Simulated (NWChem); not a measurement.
Program: NWChem. System: CH₂F, charge 0, spin multiplicity 4, at the geometry of a parent with another charge or spin, in a state set for the comparison that need not be this species' ground state. Its SCF solution wasn't tested for a lower state.

Job file:

```
start mol
memory heap 200 mb stack 900 mb global 1100 mb
geometry units angstroms nocenter noautoz
  C     -0.642811     0.100152     0.000000
  F      0.680693    -0.053162     0.000000
  H     -1.134687    -0.061226     0.963505
  H     -1.134687    -0.061226    -0.963505
  symmetry group Cs
end
basis spherical
  * library def2-tzvp
end
dft
  xc xpbe96 cpbe96
  odft
  mult 4
  semidirect memsize 60000000 filesize 0
  iterations 100
end
task dft energy
```

The output up to the point where the run's verdict is printed (cleaned and shortened):

```
             Northwest Computational Chemistry Package (NWChem) 7.3.0
             --------------------------------------------------------

                                NWChem Input Module
                                -------------------

 Scaling coordinates for geometry "geometry" by  1.889725989
 (inverse scale =  0.529177249)

 Turning off AUTOSYM since
 SYMMETRY directive was detected!

                             Geometry "geometry" -> ""
                             -------------------------

 Output coordinates in angstroms (scale by  1.889725989 to convert to a.u.)

  No.       Tag          Charge          X              Y              Z
 ---- ---------------- ---------- -------------- -------------- --------------
    1 C                    6.0000    -0.64281100     0.10015200     0.00000000
    2 F                    9.0000     0.68069300    -0.05316200     0.00000000
    3 H                    1.0000    -1.13468700    -0.06122600     0.96350500
    4 H                    1.0000    -1.13468700    -0.06122600    -0.96350500

 Effective nuclear repulsion energy (a.u.)      32.1623640666

            Nuclear Dipole moment (a.u.)
            ----------------------------
        X                 Y               Z
 ---------------- ---------------- ----------------
    -0.0000056692     0.0000037795     0.0000000000

      Symmetry information
      --------------------

 Group name             Cs
 Group number              2
 Group order               2
 No. of unique centers     3

      Symmetry unique atoms

     1    2    3


 Summary of "ao basis" -> "" (spherical)
 ------------------------------------------------------------------------------
       Tag                 Description            Shells   Functions and Types
 ---------------- ------------------------------  ------  ---------------------
 *                         def2-tzvp                  on all atoms

  pbe96 is a nonlocal functional; adding pw91lda local functional.

                                 NWChem DFT Module
                                 -----------------

 Summary of "ao basis" -> "ao basis" (spherical)
[...]
 d= 0,ls=0.5,diis    75   -138.6251586907 -5.84D-06  6.88D-04  5.22D-06    15.3
                                                     3.83D-05  2.62D-06
 d= 0,ls=0.5,diis    76   -138.6251522494  6.44D-06  6.43D-04  2.91D-05    15.5
                                                     2.24D-05  2.76D-05
 d= 0,ls=0.5,diis    77   -138.6251484339  3.82D-06  3.25D-04  4.45D-05    15.6
                                                     1.88D-05  4.27D-05
 d= 0,ls=0.5,diis    78   -138.6251669102 -1.85D-05  1.40D-03  2.34D-05    15.8
                                                     9.29D-05  2.05D-05
 d= 0,ls=0.5,diis    79   -138.6250736670  9.32D-05  3.88D-04  1.94D-04    16.0
                                                     4.58D-05  2.03D-04
 d= 0,ls=0.5,diis    80   -138.6251424489 -6.88D-05  2.32D-04  8.32D-05    16.1
                                                     3.08D-05  8.09D-05
 d= 0,ls=0.5,diis    81   -138.6251754067 -3.30D-05  2.49D-04  4.71D-05    16.3
                                                     1.32D-05  4.56D-05
 d= 0,ls=0.5,diis    82   -138.6251915504 -1.61D-05  2.68D-04  3.19D-05    16.5
                                                     6.68D-06  3.10D-05
 d= 0,ls=0.5,diis    83   -138.6252027145 -1.12D-05  2.46D-04  2.33D-05    16.7
                                                     6.42D-06  2.22D-05
 d= 0,ls=0.5,diis    84   -138.6252126069 -9.89D-06  1.61D-04  1.62D-05    16.8
                                                     1.28D-05  1.46D-05
 d= 0,ls=0.5,diis    85   -138.6252214181 -8.81D-06  7.79D-04  9.92D-06    17.0
                                                     5.07D-05  7.62D-06
 d= 0,ls=0.5,diis    86   -138.6252075852  1.38D-05  3.59D-04  4.46D-05    17.2
                                                     1.35D-05  4.47D-05
 d= 0,ls=0.5,diis    87   -138.6252215063 -1.39D-05  5.97D-04  2.80D-05    17.3
                                                     2.08D-05  2.56D-05
 d= 0,ls=0.5,diis    88   -138.6252145678  6.94D-06  2.41D-04  4.93D-05    17.5
                                                     2.19D-05  4.87D-05
 d= 0,ls=0.5,diis    89   -138.6252352306 -2.07D-05  2.94D-04  2.50D-05    17.7
                                                     4.93D-06  2.28D-05
 d= 0,ls=0.5,diis    90   -138.6252435553 -8.32D-06  9.56D-04  1.97D-05    17.8
                                                     5.91D-05  1.81D-05
 d= 0,ls=0.5,diis    91   -138.6252057026  3.79D-05  6.63D-04  9.61D-05    18.0
                                                     1.89D-05  9.82D-05
 d= 0,ls=0.5,diis    92   -138.6252038656  1.84D-06  4.30D-04  1.02D-04    18.2
                                                     1.48D-05  1.03D-04
 d= 0,ls=0.5,diis    93   -138.6252249729 -2.11D-05  2.77D-04  7.74D-05    18.3
                                                     1.91D-05  7.78D-05
 d= 0,ls=0.5,diis    94   -138.6252494731 -2.45D-05  2.67D-04  4.98D-05    18.5
                                                     1.06D-05  5.02D-05
 d= 0,ls=0.5,diis    95   -138.6252650114 -1.55D-05  1.61D-04  3.48D-05    18.7
                                                     3.33D-05  3.52D-05
 d= 0,ls=0.5,diis    96   -138.6252828125 -1.78D-05  1.72D-04  1.80D-05    18.9
                                                     1.00D-05  1.55D-05
 d= 0,ls=0.5,diis    97   -138.6252903875 -7.58D-06  6.61D-04  8.71D-06    19.0
                                                     4.31D-05  6.94D-06
 d= 0,ls=0.5,diis    98   -138.6252832032  7.18D-06  6.42D-04  3.10D-05    19.2
                                                     2.62D-05  3.06D-05
 d= 0,ls=0.5,diis    99   -138.6252742944  8.91D-06  6.66D-04  5.39D-05    19.4
                                                     2.15D-05  5.21D-05
 d= 0,ls=0.5,diis   100   -138.6252647851  9.51D-06  2.12D-04  7.75D-05    19.6
                                                     3.38D-05  7.53D-05
```

Convergence was not reached. The next line reads: Calculation failed to converge. NWChem stopped with the message: dft energy failed.
